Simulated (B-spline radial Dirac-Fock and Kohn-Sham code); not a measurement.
X-ray lines that fill the K vacancy in Ba³⁺

System: barium as Ba³⁺ in the configuration 1s2 2s2 2p6 3s2 3p6 3d10 4s2 4p6 4d10 5s2 5p5.

Input of the calculation (task.json; shells as n, l, electrons):

```json
{"items": [{
  "Z": 56,
  "q": 3,
  "cfg": [[1, 0, 2], [2, 0, 2], [2, 1, 6], [3, 0, 2], [3, 1, 6], [3, 2, 10], [4, 0, 2], [4, 1, 6], [4, 2, 10], [5, 0, 2], [5, 1, 5]],
  "A": 138,
  "rrms": 4.8378,
  "do": ["binding", "quiet", "decay"],
  "holes": ["K", "L1", "L2", "L3", "M1", "M2", "M3", "M4", "M5", "N1", "N2", "N3", "N4", "N5"]
}]}
```

Command: `python xray_run.py task.json out`

Calculated with an atomic code on a B-spline grid, using one-electron (LDA, Dirac) transition rates at Dirac-Fock energies.

```csv
line,multipole,energy (eV),width (meV),share (%)
Kα2 (K-L2),E1,31814.0,3340,28.7
Kα1 (K-L3),E1,32190.9,6150,52.9
Kβ3 (K-M2),E1,36298.5,580,4.99
Kβ1 (K-M3),E1,36372.9,1130,9.70
Kβ5'' (K-M4),E2,36642.5,6.46,0.0556
Kβ5' (K-M5),E2,36657.8,8.77,0.0755
Kβ2'' (K-N2),E1,37234.4,122,1.05
Kβ2' (K-N3),E1,–,239,2.06
K-O2,E1,37426.1,17.1,0.147
K-O3,E1,37428.5,33.5,0.288
```

The listed lines hold 100.0 % of the radiative rate. A dash stands for an energy that rests on an unreliable hole state. The radiative width is 11.6 eV in the length form and 11.9 eV in the velocity form; the two differ because the transition energies are not eigenvalue differences of the potential that gave the orbitals. Kα2/Kα1 is 0.543 and Kβ/Kα is 0.225.
